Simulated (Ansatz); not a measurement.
Reactions of `[OH][Hf]([OH])([OH])[Cl]`.

Computed with Ansatz on PBE0-D4/def2-TZVP structures; ΔE is electronic, products minus reactants. CBS: MP2 limit from def2 TZ/QZ plus the TZ coupled-cluster correction, frozen cores. This one scheme is used for every species. Functionals use def2-TZVPP. Elements past krypton have def2 core potentials. For Br, Ga, Hf outer-core shells are correlated without core-valence functions, which leaves a few kJ/mol of doubt a bond. Scalar relativity is left out up to krypton. One conformer a species, not always the lowest.

```tsv
reaction	B97M-V (kcal/mol)	MP2/CBS(def2) (kcal/mol)	B2PLYP (kcal/mol)	CCSD(T)/CBS(def2) (kcal/mol)
`[OH][Hf]([OH])([OH])[Cl]` + `[NH2][Ga]([NH2])[F]` → `[OH][Hf]([OH])([F])[Cl]` + `[NH2][Ga]([NH2])[OH]`	-3.3	-3.3	-3.0	-3.5
`[OH][Hf]([OH])([OH])[Cl]` + H₂S → `[OH][Hf]([OH])([OH])[SH]` + HCl	17.9	17.0	17.8	17.0
`[OH][Hf]([OH])([OH])[Cl]` + `O[SiH](Cl)Br` → `[OH][Hf]([OH])([OH])[Br]` + `O[SiH](Cl)Cl`	-1.8	-1.9	-2.2	-1.9
`[OH][Hf]([OH])([OH])[Cl]` + H–F → `[OH][Hf]([OH])([F])[Cl]` + H₂O	-13.8	-10.7	-12.4	-11.4
`[OH][Hf]([OH])([OH])[Cl]` + H₂S → `[OH][Hf]([OH])([SH])[Cl]` + H₂O	7.7	6.2	8.9	7.0
`[OH][Hf]([OH])([OH])[Cl]` + H₂O → `[OH][Hf]([OH])([OH])[OH]` + HCl	12.3	12.2	10.8	11.6
```

Largest T1 diagnostic: 0.015, for `[OH][Hf]([OH])([OH])[SH]`.
